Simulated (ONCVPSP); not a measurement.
## An all-electron radial function and its pseudo partner (palladium (Pd))

Columns: radius, all-electron u(r) and pseudo u(r) of the 4p shell (level -62.47 eV) of palladium in the configuration [Ar] 3d10 4s2 4p6 4d9; PBE, scalar-relativistic, ONCV scheme, ONCVPSP 4.0.1.

```json
{"r (bohr)": "0.098", "all-electron": "0.3121", "pseudo": "0.0230"}
{"r (bohr)": "0.195", "all-electron": "-0.3662", "pseudo": "0.0936"}
{"r (bohr)": "0.292", "all-electron": "-0.5969", "pseudo": "0.2128"}
{"r (bohr)": "0.390", "all-electron": "-0.3151", "pseudo": "0.3718"}
{"r (bohr)": "0.488", "all-electron": "0.1476", "pseudo": "0.5510"}
{"r (bohr)": "0.585", "all-electron": "0.5687", "pseudo": "0.7324"}
{"r (bohr)": "0.682", "all-electron": "0.8715", "pseudo": "0.9021"}
{"r (bohr)": "0.780", "all-electron": "1.0481", "pseudo": "1.0370"}
{"r (bohr)": "0.878", "all-electron": "1.1162", "pseudo": "1.1075"}
{"r (bohr)": "0.975", "all-electron": "1.1062", "pseudo": "1.1046"}
{"r (bohr)": "1.072", "all-electron": "1.0469", "pseudo": "1.0467"}
{"r (bohr)": "1.170", "all-electron": "0.9589", "pseudo": "0.9587"}
{"r (bohr)": "1.268", "all-electron": "0.8582", "pseudo": "0.8580"}
{"r (bohr)": "1.365", "all-electron": "0.7563", "pseudo": "0.7562"}
{"r (bohr)": "1.463", "all-electron": "0.6573", "pseudo": "0.6572"}
{"r (bohr)": "1.560", "all-electron": "0.5666", "pseudo": "0.5665"}
{"r (bohr)": "1.658", "all-electron": "0.4841", "pseudo": "0.4840"}
{"r (bohr)": "1.755", "all-electron": "0.4117", "pseudo": "0.4116"}
{"r (bohr)": "1.852", "all-electron": "0.3485", "pseudo": "0.3485"}
{"r (bohr)": "1.950", "all-electron": "0.2934", "pseudo": "0.2933"}
{"r (bohr)": "2.047", "all-electron": "0.2466", "pseudo": "0.2465"}
{"r (bohr)": "2.145", "all-electron": "0.2063", "pseudo": "0.2063"}
{"r (bohr)": "2.242", "all-electron": "0.1725", "pseudo": "0.1725"}
{"r (bohr)": "2.340", "all-electron": "0.1437", "pseudo": "0.1437"}
{"r (bohr)": "2.438", "all-electron": "0.1195", "pseudo": "0.1195"}
{"r (bohr)": "2.535", "all-electron": "0.0994", "pseudo": "0.0994"}
```

Problem. How many radial nodes do the two functions have?

Solution. The all-electron 4p function has n − l − 1 = 2; the pseudo-wave has 0, since the states of the same l below it are removed with the core.

Problem. At about which radius was the pseudo-wave matched?

Solution. 1.10 bohr, where the columns begin to agree (steps of 0.10 bohr).

Problem. Is the pseudo-wave norm-conserving?

Solution. Yes: the ONCV scheme keeps the norm inside the radius equal to the all-electron one, which fixes the energy derivative of the logarithmic derivative at the level.
